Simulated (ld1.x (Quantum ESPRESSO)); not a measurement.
## An all-electron radial function and its pseudo partner (technetium)

Columns: radius, all-electron u(r) and pseudo u(r) of the 4p shell (level -45.34 eV) of technetium in the configuration [Ar] 3d10 4s2 4p6 4d5 5s2 5p0; PBE, scalar-relativistic, RRKJ scheme, ld1.x (Quantum ESPRESSO) 7.5.

```tsv
r (bohr)	all-electron	pseudo
0.090	0.3407	0.0205
0.180	-0.1574	0.0800
0.270	-0.5265	0.1734
0.360	-0.4945	0.2925
0.450	-0.2159	0.4270
0.540	0.1389	0.5660
0.630	0.4676	0.6985
0.720	0.7260	0.8148
0.810	0.9041	0.9074
0.900	1.0076	0.9712
0.990	1.0496	1.0041
1.080	1.0447	1.0068
1.170	1.0067	0.9823
1.260	0.9473	0.9354
1.350	0.8755	0.8721
1.440	0.7979	0.7986
1.530	0.7192	0.7207
1.620	0.6427	0.6436
1.710	0.5702	0.5704
1.800	0.5030	0.5030
1.890	0.4417	0.4417
1.980	0.3864	0.3864
2.070	0.3368	0.3368
2.160	0.2928	0.2928
2.250	0.2540	0.2540
2.340	0.2198	0.2198
```

How many radial nodes do the two functions have?

The all-electron 4p function has n − l − 1 = 2; the pseudo-wave has 0, since the states of the same l below it are removed with the core.

At about which radius was the pseudo-wave matched?

1.80 bohr, where the columns begin to agree (steps of 0.09 bohr).

Is the pseudo-wave norm-conserving?

Yes: the RRKJ scheme keeps the norm inside the radius equal to the all-electron one, which fixes the energy derivative of the logarithmic derivative at the level.
